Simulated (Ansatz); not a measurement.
GeH2S (SMILES [SH][GeH]) moved off its minimum; all values from Ansatz (an electronic-structure program), cores frozen in correlated methods.
(charge 0, multiplicity 1)
```xyz
4

Ge     0.09101    -0.40392     0.54489
H      0.50781    -1.59001    -0.69247
S     -0.24866     1.04175    -0.85524
H     -0.92915     1.83160    -0.03683
```

Forces at wB97M-V/def2-TZVPP (eV/Å):

```csv
atom,Fx,Fy,Fz
Ge1,0.792,-3.757,1.277
H2,-0.165,1.230,1.152
S3,-0.664,2.031,-2.712
H4,0.036,0.496,0.283
```

### Question
Give the forces (eV/Å), the total energy and the dipole at CCSD(T)/def2-TZVPPD.

### Answer

```csv
atom,Fx,Fy,Fz
Ge1,0.849,-4.021,1.677
H2,-0.127,1.116,1.073
S3,-0.752,2.392,-3.027
H4,0.029,0.514,0.277
```
Energy -2474.3871 hartree, dipole 1.22 D.
